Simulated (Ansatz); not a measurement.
Relaxation of CH6F2Si2 (11 atoms, charge 0, multiplicity 1), to a largest force component of 0.02 eV/Å in at most 40 steps.

These are results of RKS CAM-B3LYP-D4/STO-3G (Ansatz 0.2.0), not measurements.

```xyz
11
Properties=species:S:1:pos:R:3
Si 0.000 0.000 0.000
Si 0.000 0.000 2.220
H -1.315 -0.407 2.707
H 1.010 -0.935 2.707
H 0.305 1.342 2.707
F 1.499 0.000 -0.529
C -0.881 1.526 -0.623
H -1.933 1.272 -0.867
H -0.862 2.311 0.162
H -0.370 1.903 -1.534
F -0.749 -1.297 -0.529
```

Question: Where does it end, and by what steps?

Answer: The run converged. The force dipped under the threshold on the way, but the program's further checks kept it going. Limits of this set-up: minimal basis. After 17 steps the energy has fallen by 0.220 eV; H10 moved furthest, 0.64 Å.

```json
{"step": "0", "energy less start (eV)": "0.0000", "largest force component (eV/Å)": "1.553", "accepted": "yes"}
{"step": "1", "energy less start (eV)": "-0.1562", "largest force component (eV/Å)": "0.920", "accepted": "yes"}
{"step": "2", "energy less start (eV)": "-0.1970", "largest force component (eV/Å)": "0.416", "accepted": "yes"}
{"step": "3", "energy less start (eV)": "-0.2043", "largest force component (eV/Å)": "0.085", "accepted": "yes"}
{"step": "4", "energy less start (eV)": "-0.2090", "largest force component (eV/Å)": "0.051", "accepted": "yes"}
{"step": "5", "energy less start (eV)": "-0.1982", "largest force component (eV/Å)": "0.626", "accepted": "no"}
{"step": "6", "energy less start (eV)": "-0.2122", "largest force component (eV/Å)": "0.046", "accepted": "yes"}
{"step": "7", "energy less start (eV)": "-0.2130", "largest force component (eV/Å)": "0.234", "accepted": "yes"}
{"step": "8", "energy less start (eV)": "-0.2138", "largest force component (eV/Å)": "0.148", "accepted": "yes"}
{"step": "9", "energy less start (eV)": "-0.2174", "largest force component (eV/Å)": "0.074", "accepted": "yes"}
{"step": "10", "energy less start (eV)": "-0.2185", "largest force component (eV/Å)": "0.017", "accepted": "yes"}
{"step": "11", "energy less start (eV)": "-0.2178", "largest force component (eV/Å)": "0.212", "accepted": "no"}
{"step": "12", "energy less start (eV)": "-0.2191", "largest force component (eV/Å)": "0.042", "accepted": "yes"}
{"step": "13", "energy less start (eV)": "-0.2193", "largest force component (eV/Å)": "0.083", "accepted": "yes"}
{"step": "14", "energy less start (eV)": "-0.2195", "largest force component (eV/Å)": "0.038", "accepted": "yes"}
{"step": "15", "energy less start (eV)": "-0.2196", "largest force component (eV/Å)": "0.002", "accepted": "yes"}
{"step": "16", "energy less start (eV)": "-0.2197", "largest force component (eV/Å)": "0.011", "accepted": "yes"}
{"step": "17", "energy less start (eV)": "-0.2197", "largest force component (eV/Å)": "0.010", "accepted": "yes"}
```

```xyz
11
Properties=species:S:1:pos:R:3
Si 0.087 0.077 0.014
Si -0.044 -0.053 2.275
H -1.403 -0.286 2.687
H 0.769 -1.118 2.800
H 0.393 1.179 2.878
F 1.633 0.240 -0.494
C -0.915 1.515 -0.656
H -1.967 1.429 -0.368
H -0.543 2.467 -0.267
H -0.871 1.561 -1.747
F -0.434 -1.298 -0.702
```

Whether the end is a true minimum wasn't checked by a vibrational analysis.

Time of the run: 44 s on 1 thread of Arm Neoverse V2 (shared host), peak memory 0.12 GiB.
